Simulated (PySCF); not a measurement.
C₅H₆O₂S.
Bonds: C1–S2, S2–C3, C3–C4 (aromatic), C4–C5 (aromatic), C5–C6 (aromatic), C6–O7, C6–O8 (aromatic), C3–O8 (aromatic). Hydrogens: H9, H10, H11 on C1; H12 on C4; H13 on C5; H14 on O7.

Computed with TDDFT PBE0/def2-SVPD, vertical, gas phase, core orbitals frozen in the response (PySCF). One conformer (not necessarily the lowest) at the GFN2-xTB geometry, without solvent, vibrations or thermal averaging. Torsions of this conformer, `[CH3:1][S:2][c:3]1[cH:4][cH:5][c:6]([OH:7])[o:8]1`: C1–S2–C3–C4 180°, H–O7–C6–C5 180°.

Computed states:

```json
{"state": "S1", "E (eV)": "4.21", "f": "0.0003"}
{"state": "S2", "E (eV)": "4.81", "f": "0.0000"}
{"state": "S3", "E (eV)": "5.21", "f": "0.299"}
{"state": "S4", "E (eV)": "5.22", "f": "0.011"}
{"state": "S5", "E (eV)": "5.74", "f": "0.0001"}
{"state": "S6", "E (eV)": "5.97", "f": "0.0001"}
```

Broadening: Gaussians 0.4 eV wide at half height, area fixed by f = 4.319×10⁻⁹ ∫ε dν̃. The cross-section is σ = 3.8235×10⁻²¹ ε cm², given in Mb (10⁻¹⁸ cm²). The width is an assumption, not a result. The curve ends short of the highest state used, and states not computed would add to its high-energy end.

(1) What does the envelope look like, and where are its maxima?

(2) On this curve, what absorbance would a 10⁻⁴ mol/L sample give at 308 nm over a 1 cm path?

(3) Coming from long wavelengths, where does ε first pass 100 L mol⁻¹ cm⁻¹?

## Answers

(1) 
```json
{"E (eV)": "3.61", "σ (Mb)": "0.00"}
{"E (eV)": "3.66", "σ (Mb)": "0.00"}
{"E (eV)": "3.71", "σ (Mb)": "0.00"}
{"E (eV)": "3.76", "σ (Mb)": "0.00"}
{"E (eV)": "3.81", "σ (Mb)": "0.00"}
{"E (eV)": "3.86", "σ (Mb)": "0.01"}
{"E (eV)": "3.91", "σ (Mb)": "0.01"}
{"E (eV)": "3.96", "σ (Mb)": "0.02"}
{"E (eV)": "4.01", "σ (Mb)": "0.04"}
{"E (eV)": "4.06", "σ (Mb)": "0.05"}
{"E (eV)": "4.11", "σ (Mb)": "0.06"}
{"E (eV)": "4.16", "σ (Mb)": "0.07"}
{"E (eV)": "4.21", "σ (Mb)": "0.07"}
{"E (eV)": "4.26", "σ (Mb)": "0.07"}
{"E (eV)": "4.31", "σ (Mb)": "0.06"}
{"E (eV)": "4.36", "σ (Mb)": "0.05"}
{"E (eV)": "4.41", "σ (Mb)": "0.04"}
{"E (eV)": "4.46", "σ (Mb)": "0.03"}
{"E (eV)": "4.51", "σ (Mb)": "0.03"}
{"E (eV)": "4.56", "σ (Mb)": "0.07"}
{"E (eV)": "4.61", "σ (Mb)": "0.17"}
{"E (eV)": "4.66", "σ (Mb)": "0.45"}
{"E (eV)": "4.71", "σ (Mb)": "1.11"}
{"E (eV)": "4.76", "σ (Mb)": "2.52"}
{"E (eV)": "4.81", "σ (Mb)": "5.22"}
{"E (eV)": "4.87", "σ (Mb)": "11.19"}
{"E (eV)": "4.92", "σ (Mb)": "19.20"}
{"E (eV)": "4.97", "σ (Mb)": "30.22"}
{"E (eV)": "5.02", "σ (Mb)": "43.62"}
{"E (eV)": "5.07", "σ (Mb)": "57.74"}
{"E (eV)": "5.12", "σ (Mb)": "70.08"}
{"E (eV)": "5.17", "σ (Mb)": "78.00"}
{"E (eV)": "5.22", "σ (Mb)": "79.61"}
{"E (eV)": "5.27", "σ (Mb)": "74.51"}
{"E (eV)": "5.32", "σ (Mb)": "63.96"}
{"E (eV)": "5.37", "σ (Mb)": "50.34"}
```

Maxima: 295 nm (4.21 eV), ε about 18, made up of S1 (100%); 238 nm (5.21 eV), ε about 21000, made up of S3 (97%) (ε in L mol⁻¹ cm⁻¹; maxima over ε = 5, shares over 10%).

(2) 308 nm is 4.025 eV, where ε is about 10 L mol⁻¹ cm⁻¹, so A = ε c l ≈ 0.001 (Beer–Lambert, with the gas-phase spectrum and the assumed width).

(3) At about 267 nm (4.65 eV), 0.44 eV above S1.

The run took 30 s on one thread of an Arm Neoverse V2, no GPU, on a shared host, and the process peaked at 0.89 GiB of memory.
